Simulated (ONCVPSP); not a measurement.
Reading a pseudo-wave (arsenic (As))

Columns: radius, all-electron u(r) and pseudo u(r) of the 3d shell (level -42.89 eV) of arsenic in the configuration [Ne] 3s2 3p6 3d10 4s2 4p2.75; PBE, scalar-relativistic, ONCV scheme, ONCVPSP 4.0.1.

| r (bohr) | all-electron | pseudo |
| --- | --- | --- |
| 0.062 | 0.0657 | 0.0139 |
| 0.125 | 0.2959 | 0.1046 |
| 0.188 | 0.5850 | 0.3092 |
| 0.250 | 0.8380 | 0.5982 |
| 0.312 | 1.0241 | 0.9041 |
| 0.375 | 1.1413 | 1.1547 |
| 0.438 | 1.1953 | 1.2953 |
| 0.500 | 1.2008 | 1.3198 |
| 0.562 | 1.1733 | 1.2608 |
| 0.625 | 1.1230 | 1.1630 |
| 0.688 | 1.0592 | 1.0682 |
| 0.750 | 0.9895 | 0.9897 |
| 0.812 | 0.9171 | 0.9169 |
| 0.875 | 0.8438 | 0.8436 |
| 0.938 | 0.7726 | 0.7724 |
| 1.000 | 0.7058 | 0.7056 |
| 1.062 | 0.6429 | 0.6427 |
| 1.125 | 0.5833 | 0.5832 |
| 1.188 | 0.5282 | 0.5281 |
| 1.250 | 0.4784 | 0.4782 |
| 1.312 | 0.4327 | 0.4326 |
| 1.375 | 0.3904 | 0.3903 |
| 1.438 | 0.3519 | 0.3518 |
| 1.500 | 0.3175 | 0.3174 |
| 1.562 | 0.2864 | 0.2863 |
| 1.625 | 0.2577 | 0.2576 |

**Question.** How many radial nodes do the two functions have?

**Answer.** The all-electron 3d function has n − l − 1 = 0; the pseudo-wave has 0.

**Question.** At about which radius was the pseudo-wave matched?

**Answer.** 0.80 bohr, where the columns begin to agree (steps of 0.06 bohr).

**Question.** Where does each function peak?

**Answer.** Outermost all-electron maximum near 0.50 bohr, pseudo maximum near 0.50 bohr (to the table’s step).

**Question.** Is the pseudo-wave norm-conserving?

**Answer.** Yes: the ONCV scheme keeps the norm inside the radius equal to the all-electron one, which fixes the energy derivative of the logarithmic derivative at the level.
